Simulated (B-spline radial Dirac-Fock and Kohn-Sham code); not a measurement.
# Ionisation of each subshell: In¹⁵⁺

System: indium as In¹⁵⁺ in the configuration [Ar] 3d10 4s2 4p4; nuclear rms radius 4.6156 fm (A = 115).

Calculated with a radial atomic solver, using Dirac-Fock energy differences between relaxed states, corrected for Breit and QED terms. Correlation and solid-state effects are left out. Energies are counted from the vacuum level. Subshells whose hole state is unreliable or did not converge are left out.

All terms are in eV, carry their sign (relaxation lowers the binding energy) and add up to the binding energy; ⟨r⟩ is the mean radius of the orbital in the initial state.

```
subshell  −ε (Koopmans)  relaxation   Breit     QED  binding energy  ⟨r⟩ (bohr)
       K        28473.6      -51.85  -59.83  -30.19         28331.8       0.030
      L1         4666.2      -22.48   -5.55   -3.70          4634.4       0.128
      L2         4364.4      -25.64   -9.31    0.31          4329.8       0.108
      M1         1208.6       -5.07   -0.85   -0.74          1202.0       0.344
      M2         1085.6       -5.41   -1.48    0.06          1078.7       0.336
      M4          831.4       -6.36   -0.49    0.08           824.6       0.317
      M5          823.2       -6.22   -0.24    0.05           816.8       0.321
      N1          450.9       -0.52   -0.20   -0.18           450.1       0.772
    N2,3          399.9       -0.50   -0.24    0.01           399.2       0.811
```

For the deepest level, K (1s), the Breit terms make up -0.211 % of the binding energy, QED -0.107 % and orbital relaxation -0.183 %.

Spin-orbit splittings: 3d 7.77 eV.

Going to the tabulated ground configuration of the next ion removes an electron from N2,3 (4p), computed at 399.2 eV. NIST lists 396 ± 3 eV as the ionisation energy of this species (theoretical), -3.17 eV from the computed value. Where a p, d or f shell is open in either ion the computed value averages over both j values and all terms, while the table refers to the lowest levels; that difference holds spin-orbit splitting (largest in heavy or highly charged ions), term energies where several electrons share open shells, and correlation, and it can reach 10 % or more.
